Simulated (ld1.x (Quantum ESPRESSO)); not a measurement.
## Configuration tests for P (Z = 15) (RRKJ)

ld1.x (Quantum ESPRESSO) 7.5 input, shortened:

```
&input
   title='P', zed=15., rel=1, dft='PBE', iswitch=3,
   config='[Ne] 3s1.5 3p3.5'
 /
 &inputp
   pseudotype=2, tm=.false., rho0=0.01, lloc=0,
   nlcc=.true., new_core_ps=.true., rcore=0.40
 /
2
2P  2  1   6.00   0.00  0.65  0.65  0.0
2S  1  0   2.00   0.00  0.50  0.50  0.0
 &test
   configts(1)='2s2 2p6 3s1.5 3p3.5'
 /
```

Occupied shells without a wave of their own: 3p, 3s. They enter only through the test configuration that unscreens the potential, and ld1.x also counts them in the model core charge.

Energies are relative to the spin-unpolarised reference configuration 2s2 2p6 3s1.5 3p3.5; without spin polarisation the order of configurations can differ from experiment.

ld1.x takes every shell without a wave as core, so the model core holds the 3p, 3s electrons as well and exchange and correlation see them twice. This cancels in the reference configuration, but the file is broken for other ones, and its errors say nothing about a proper core correction.

```json
{"valence configuration": "2s2 2p6 3s2 3p3", "charge": "0", "ΔE all-electron (eV)": "-4.249", "error AE − PS (meV)": "+66"}
{"valence configuration": "2s2 2p6 3s2 3p2", "charge": "+1", "ΔE all-electron (eV)": "5.480", "error AE − PS (meV)": "+20"}
{"valence configuration": "2s2 2p6 3s2 3p1", "charge": "+2", "ΔE all-electron (eV)": "24.627", "error AE − PS (meV)": "-284"}
{"valence configuration": "2s2 2p6 3s1 3p3", "charge": "+1", "ΔE all-electron (eV)": "14.600", "error AE − PS (meV)": "-107"}
{"valence configuration": "2s2 2p6 3s0 3p5", "charge": "0", "ΔE all-electron (eV)": "12.951", "error AE − PS (meV)": "-246"}
{"valence configuration": "2s2 2p6 3s2 3p2.5", "charge": "+0.5", "ΔE all-electron (eV)": "-0.475", "error AE − PS (meV)": "+70"}
{"valence configuration": "2s2 2p6 3s1 3p0", "charge": "+4", "ΔE all-electron (eV)": "106.372", "error AE − PS (meV)": "-2325"}
```
